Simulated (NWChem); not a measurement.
System: CH$_{5}$BeN; SMILES [CH3][Be][NH2]

NWChem input:

```
start job
memory heap 200 mb stack 900 mb global 1100 mb
geometry units angstroms noautoz
  Be    -0.005684     0.067779     0.001368
  C     -0.001552    -1.611276    -0.001737
  H     -0.504218    -2.041757     0.881819
  H      1.027051    -2.015446     0.000102
  H     -0.498239    -2.034343    -0.892419
  N     -0.000050     1.572305    -0.000245
  H     -0.821715     2.167812     0.000290
  H      0.826187     2.161421    -0.006281
end
basis spherical
  * library def2-tzvp
end
dft
  xc hfexch
  iterations 150
  mulliken
end
task dft energy
```

Output (shortened):

```
             Northwest Computational Chemistry Package (NWChem) 7.3.0
             --------------------------------------------------------

 C1  symmetry detected

                             Geometry "geometry" -> ""
                             -------------------------

 Output coordinates in angstroms (scale by  1.889725989 to convert to a.u.)

  No.       Tag          Charge          X              Y              Z
 ---- ---------------- ---------- -------------- -------------- --------------
    1 Be                   4.0000    -0.00554594     0.07472134     0.00237045
    2 C                    6.0000    -0.00131785    -1.60433449    -0.00009350
    3 H                    1.0000    -0.50750352    -2.03451283     0.88159855
    4 H                    1.0000     1.02728962    -2.00845099     0.00602292
    5 H                    1.0000    -0.49440603    -2.02775801    -0.89260381
    6 N                    7.0000     0.00001953     1.57924692     0.00022053
    7 H                    1.0000    -0.82167067     2.17471191    -0.00276276
    8 H                    1.0000     0.82624475     2.16840303    -0.00271936

 Effective nuclear repulsion energy (a.u.)      51.4709483833

  xc_inp: hfexch multiplicative factor not found.

                                 NWChem DFT Module
                                 -----------------

 Summary of "ao basis" -> "ao basis" (spherical)
 ------------------------------------------------------------------------------
       Tag                 Description            Shells   Functions and Types
 ---------------- ------------------------------  ------  ---------------------
 Be                        def2-tzvp                 9       19   5s3p1d
 C                         def2-tzvp                11       31   5s3p2d1f
 H                         def2-tzvp                 4        6   3s1p
 N                         def2-tzvp                11       31   5s3p2d1f

            General Information
            -------------------
          SCF calculation type: DFT
          Wavefunction type:  closed shell.
          No. of atoms     :     8
          No. of electrons :    22
           Alpha electrons :    11
            Beta electrons :    11
          Charge           :     0
          Spin multiplicity:     1
          Use of symmetry is: off; symmetry adaption is: off
          Maximum number of iterations: 150
          AO basis - number of functions:   111
                     number of shells:    51
          Convergence on energy requested:  1.00D-06
          Convergence on density requested:  1.00D-05
          Convergence on gradient requested:  5.00D-04

              XC Information
              --------------
                     Hartree-Fock (Exact) Exchange  1.000

      Superposition of Atomic Density Guess
      -------------------------------------

 Sum of atomic energies:        -109.05450589

      Non-variational initial energy
      ------------------------------

 Total energy =    -110.393885
 1-e energy   =    -246.597038
 2-e energy   =      84.732204
 HOMO         =      -0.369818
 LUMO         =      -0.017956

     ---------------------------------------------
      Total Density - Mulliken Population Analysis
     ---------------------------------------------

    Atom       Charge   Shell Charges
 -----------   ------   -------------------------------------------------------
    1 Be   4     3.48   1.02  0.96  0.44  0.30  0.02  0.61  0.01  0.07  0.06
    2 C    6     6.74   0.86  1.12  0.55  0.69  0.07  1.32  1.60  0.52  0.01  0.01  0.00
    3 H    1     0.81   0.23  0.43  0.13  0.02
    4 H    1     0.81   0.23  0.43  0.13  0.02
    5 H    1     0.81   0.23  0.43  0.13  0.02
    6 N    7     7.96   0.82  1.16  0.57  0.83  0.12  1.69  2.00  0.78  0.00  0.00  0.00
    7 H    1     0.69   0.22  0.34  0.09  0.04
    8 H    1     0.69   0.22  0.34  0.09  0.04

   convergence    iter        energy       DeltaE   RMS-Dens  Diis-err
 ---------------- ----- ----------------- --------- --------- ---------
 d= 0,ls=0.0,diis     1   -109.8825736884 -1.61D+02  4.03D-03  4.71D-01
 d= 0,ls=0.0,diis     2   -109.9318315129 -4.93D-02  1.30D-03  1.21D-01
 d= 0,ls=0.0,diis     3   -109.9448211668 -1.30D-02  5.26D-04  4.04D-03
 d= 0,ls=0.0,diis     4   -109.9457472093 -9.26D-04  1.23D-04  2.21D-04
 d= 0,ls=0.0,diis     5   -109.9458025700 -5.54D-05  5.32D-05  2.40D-05
  Resetting Diis
 d= 0,ls=0.0,diis     6   -109.9458105072 -7.94D-06  1.46D-05  1.75D-06
 d= 0,ls=0.0,diis     7   -109.9458110641 -5.57D-07  2.54D-06  9.99D-08

         Total DFT energy =     -109.945811064065
      One electron energy =     -250.136698467448
           Coulomb energy =      105.116904977797
    Exchange-Corr. energy =      -16.396965957750
 Nuclear repulsion energy =       51.470948383336

 Numeric. integr. density =        0.000000000000

                       DFT Final Molecular Orbital Analysis
                       ------------------------------------

 Vector    9  Occ=2.000000D+00  E=-5.179676D-01
              MO Center=  2.5D-01, -1.8D+00,  2.3D-03, r^2= 1.3D+00
   Bfn.  Coefficient  Atom+Function         Bfn.  Coefficient  Atom+Function
  ----- ------------  ---------------      ----- ------------  ---------------
    25      0.295224  2 C  px                28      0.255892  2 C  px
    58      0.248309  4 H  s                 57      0.160813  4 H  s
    59      0.128792  4 H  s                 52     -0.124871  3 H  s
    64     -0.123649  5 H  s                 31      0.101983  2 C  px
    51     -0.081302  3 H  s                 63     -0.080554  5 H  s

 Vector   10  Occ=2.000000D+00  E=-4.272952D-01
              MO Center= -2.9D-03, -1.3D+00,  4.8D-04, r^2= 1.3D+00
   Bfn.  Coefficient  Atom+Function         Bfn.  Coefficient  Atom+Function
  ----- ------------  ---------------      ----- ------------  ---------------
    26      0.324529  2 C  py                29      0.308868  2 C  py
     7      0.304545  1 Be py                32      0.142836  2 C  py
     3      0.140546  1 Be s                  4      0.118692  1 Be s
     2     -0.107252  1 Be s                 13     -0.097061  1 Be py
    23      0.083726  2 C  s                 58     -0.070538  4 H  s

 Vector   11  Occ=2.000000D+00  E=-3.881847D-01
              MO Center= -2.1D-03,  1.5D+00,  8.2D-04, r^2= 1.2D+00
   Bfn.  Coefficient  Atom+Function         Bfn.  Coefficient  Atom+Function
  ----- ------------  ---------------      ----- ------------  ---------------
    76      0.387156  6 N  pz                79      0.376883  6 N  pz
    82      0.331891  6 N  pz                 8     -0.123119  1 Be pz
    14      0.051885  1 Be pz                33     -0.039638  2 C  pz
    27     -0.027162  2 C  pz                16      0.026087  1 Be d -1

 Vector   12  Occ=0.000000D+00  E= 5.409742D-02
              MO Center= -1.4D-02,  3.1D-01,  5.6D-03, r^2= 1.3D+01
   Bfn.  Coefficient  Atom+Function         Bfn.  Coefficient  Atom+Function
  ----- ------------  ---------------      ----- ------------  ---------------
     4      2.864588  1 Be s                  5     -2.563035  1 Be s
    24     -0.907497  2 C  s                 73     -0.543405  6 N  s
    81      0.352105  6 N  py                19     -0.322774  1 Be d  2
    53      0.297443  3 H  s                 65      0.297772  5 H  s
    59      0.292165  4 H  s                 32     -0.188266  2 C  py

 Vector   13  Occ=0.000000D+00  E= 1.217203D-01
              MO Center= -7.6D-03,  9.9D-02,  3.2D-03, r^2= 5.7D+00
   Bfn.  Coefficient  Atom+Function         Bfn.  Coefficient  Atom+Function
  ----- ------------  ---------------      ----- ------------  ---------------
    12      1.233180  1 Be px                80     -0.433647  6 N  px
    31     -0.341362  2 C  px                 6     -0.220116  1 Be px
    58     -0.080698  4 H  s                 15      0.056180  1 Be d -2
    24     -0.056382  2 C  s                 74     -0.056444  6 N  px
    25     -0.051046  2 C  px                57     -0.042717  4 H  s

 Vector   14  Occ=0.000000D+00  E= 1.489111D-01
              MO Center= -1.4D-02,  1.0D-01,  6.9D-03, r^2= 6.0D+00
   Bfn.  Coefficient  Atom+Function         Bfn.  Coefficient  Atom+Function
  ----- ------------  ---------------      ----- ------------  ---------------
    14      1.291560  1 Be pz                82     -0.466016  6 N  pz
    33     -0.425762  2 C  pz                 8     -0.150737  1 Be pz
    76     -0.143148  6 N  pz                52     -0.092917  3 H  s
    64      0.091747  5 H  s                 53      0.083272  3 H  s
    79     -0.081570  6 N  pz                65     -0.068300  5 H  s

     ---------------------------------------------
      Total Density - Mulliken Population Analysis
     ---------------------------------------------

    Atom       Charge   Shell Charges
 -----------   ------   -------------------------------------------------------
    1 Be   4     3.52   1.02  0.96  0.32  0.18 -0.00  0.82  0.01  0.11  0.10
    2 C    6     6.54   0.85  1.12  0.46  0.70  0.05  1.25  1.52  0.54  0.01  0.02  0.00
    3 H    1     0.90   0.26  0.49  0.13  0.02
    4 H    1     0.90   0.26  0.49  0.13  0.02
    5 H    1     0.90   0.26  0.49  0.13  0.02
    6 N    7     7.69   0.82  1.16  0.50  0.83  0.15  1.51  1.83  0.88  0.00  0.01  0.00
    7 H    1     0.78   0.26  0.42  0.06  0.04
    8 H    1     0.78   0.26  0.42  0.06  0.04

     -------------------------------------------
      Total Density - Lowdin Population Analysis
     -------------------------------------------

[...]
```

Level: Hartree-Fock/def2-TZVP. Structure relaxed at the PBE0/def2-SVP level.
